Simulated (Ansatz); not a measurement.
Input file for Ansatz (an electronic-structure program): U-r2SCAN/def2-TZVPP on C2H5O (SMILES [CH2]OC), 2S+1 = 2, atoms moved off the minimum.

Ansatz 0.2 input:
```yaml
crystal:
  periodic: [false, false, false]
  atoms:
    - {symbol: C, position_ang: [1.24680410, -0.19769659, 0.04419735]}
    - {symbol: O, position_ang: [0.14958617, 0.09096226, 0.51309088]}
    - {symbol: C, position_ang: [-1.20397764, -0.03110952, -0.37680034]}
    - {symbol: H, position_ang: [1.39080951, 0.03734758, -1.06757875]}
    - {symbol: H, position_ang: [1.88844824, -0.10382821, 0.61655361]}
    - {symbol: H, position_ang: [-0.95503014, 0.85050093, -0.88404031]}
    - {symbol: H, position_ang: [-1.21172522, -1.03291068, -0.81074132]}
    - {symbol: H, position_ang: [-1.96665685, 0.17535725, 0.19479351]}
basis:
  gaussian:
    orbitals: def2-TZVPP
hamiltonian:
  xc: {name: r2SCAN}
magnetization: {spin_polarized: true, initial_magnetization: 1}
output: {forces: true}
```

The head of its log:

```
WARN ansatz: RAYON_NUM_THREADS=4 ignored (pool sized by the plan → 4); use --threads N
Functional definition: r2SCAN
integrals: 0.05 GiB planned
806 factors; their error is unknown
mean field: 0.69 GiB planned
mean field evaluation 1: about -4190.2272 eV, gradient 3.9e1 eV
mean field evaluation 2: about -4188.5829 eV, gradient 4.3e1 eV
```

What total energy does the run end on?

-154.2352 hartree.
